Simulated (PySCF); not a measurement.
Triethylsilane, C₆H₁₆Si.
Cartesian coordinates in Å at the PBE0-D3(BJ)/def2-SVP level; atoms count from 1:
```xyz
23
C6H16Si angstrom
C      0.0437    2.9180   -0.7691
C     -0.7868    1.6404   -0.8616
Si    -0.0384    0.1453    0.0203
C      1.6802   -0.2355   -0.6697
C      2.3604   -1.4557   -0.0546
C     -1.1695   -1.3600   -0.1517
C     -2.5950   -1.1492    0.3523
H     -0.4420    3.7644   -1.2804
H      0.2057    3.2184    0.2786
H      1.0380    2.7913   -1.2262
H     -0.9509    1.3629   -1.9186
H     -1.7932    1.8102   -0.4405
H      0.0967    0.4727    1.4829
H      1.5879   -0.3555   -1.7643
H      2.3062    0.6621   -0.5221
H      2.4672   -1.3503    1.0372
H      1.7846   -2.3772   -0.2355
H      3.3690   -1.6178   -0.4671
H     -0.6957   -2.1973    0.3901
H     -1.1766   -1.6611   -1.2148
H     -3.1175   -0.3664   -0.2202
H     -2.6078   -0.8392    1.4097
H     -3.2003   -2.0663    0.2737
```

Level of theory: PySCF, TDDFT B3LYP/def2-SVPD, vertical, gas phase, core orbitals frozen in the response.

Transition dipole moments from the ground state, in atomic units and in the frame of the coordinates above (overall signs are arbitrary), for the states with f of 0.002 or more among the lowest 9:

```csv
state,E (hartree),μx,μy,μz
S1,0.2665,-0.034,0.167,-0.034
S2,0.2666,0.164,0.034,-0.019
S4,0.2752,0.059,0.081,0.124
S5,0.2758,-0.308,-0.109,0.083
S6,0.2759,0.128,-0.302,0.068
S8,0.2942,0.139,-0.385,0.076
S9,0.2945,0.377,0.141,-0.068
```

(1) Work out the oscillator strengths.

(2) How is the summed strength of these states shared among x, y and z?

(3) What peak molar absorption coefficient would the strongest computed level give as a lone Gaussian band 0.4 eV wide at half height?

Results:

(1) f = (2/3) ΔE |μ|² with ΔE in hartree (27.2114 eV).

```tsv
state	|μ|² (au)	|μ| (D)	f
S1	0.030	0.44	0.005
S2	0.028	0.43	0.005
S4	0.025	0.41	0.005
S5	0.114	0.86	0.021
S6	0.112	0.85	0.021
S8	0.173	1.06	0.034
S9	0.167	1.04	0.033
```

(2) (2/3) Σ ΔE μα² gives 0.058 for x, 0.058 for y and 0.007 for z, 0.123 in all.

(3) ε(max) = 2.175×10⁸ f / FWHM, with the width in cm⁻¹. S8/S9 (f summed): 2.175×10⁸ × 0.0667 / 3226 ≈ 4500 L mol⁻¹ cm⁻¹.

S1/S2, S5/S6 and S8/S9 coincide within about 0.01 eV; within a degenerate level the directions of the single components are arbitrary.

All these states lie below the vertical ionisation energy of 9.57 eV (ΔSCF).

The run took 4.2 min of wall time on one thread of an Arm Neoverse V1, no GPU, shared host.

One conformer stands for the species.

Without π bonds the low states may be Rydberg-like; a valence basis with one diffuse set may place them up to an eV too high.
